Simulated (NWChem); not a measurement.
Species: CdHSeF; SMILES [SeH][Cd][F]

```xyz
4

Cd    -0.0102     0.7370    -0.0013
F     -0.0042     2.6719     0.0040
Se    -0.0270    -1.6967     0.0007
H      1.4462    -1.7376     0.0003
```
Atoms are numbered in this order, from 1.

Program: NWChem. Structure relaxed at the PBE0/def2-SVP level. def2 effective core potentials on Cd; no spin-orbit coupling. Ions are spin-unrestricted doublets at the neutral geometry; other ion states weren't tried. Functional: LC-ωPBE (HJS hole) with def2-SVP; the question gives the range parameter ω in 1/bohr.

Estimate the computed values for range parameter (1/bohr) 0.25. Quantities: vertical ionisation energy, ΔSCF (eV); −ε(HOMO) (eV).


* **vertical ionisation energy, ΔSCF (eV)**: 9.48
* **−ε(HOMO) (eV)**: 8.94
